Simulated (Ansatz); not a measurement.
Reaction (redistribution): `CS[SiH]` + `F[SiH2]O[SiH3]` → `F[SiH]` + `CS[SiH2]O[SiH3]`

Calculated with Ansatz (gas phase, PBE0-D4/def2-TZVP geometries, no zero-point term in ΔE). CCSD(T)/CBS adds triple-zeta CCSD(T) − MP2 to the extrapolated MP2 energy (def2 sets, frozen cores). This one scheme is used for every species. Functionals use def2-TZVPP. B3LYP here is the variant with VWN-RPA as its local correlation; programs differ in this. Each species was taken in one conformer, which may not be the lowest.

```
             level  ΔE (kJ/mol)  difference from CCSD(T)/CBS
         r2SCAN-D4         68.8                          9.2
           PBE0-D4         61.9                          2.3
            r2SCAN         70.5                         10.9
              PBE0         66.5                          6.9
             B3LYP         66.1                          6.5
     HF/def2-TZVPP         62.2                          2.6
     HF/def2-QZVPP         62.0                          2.4
    MP2/def2-QZVPP         61.4                          1.8
SCS-MP2/def2-QZVPP         59.5                         -0.1
     MP2/CBS(def2)         61.5                          1.9
       CCSD(T)/CBS         59.6                            0
```

Largest T1 diagnostic among the species: 0.016.

The D4 term adds −7.6 kJ/mol with B3LYP and −4.7 kJ/mol with PBE0; it sums over pairs of atoms, weighted by their polarisabilities, and B3LYP, whose exchange is more repulsive, gets the larger term.
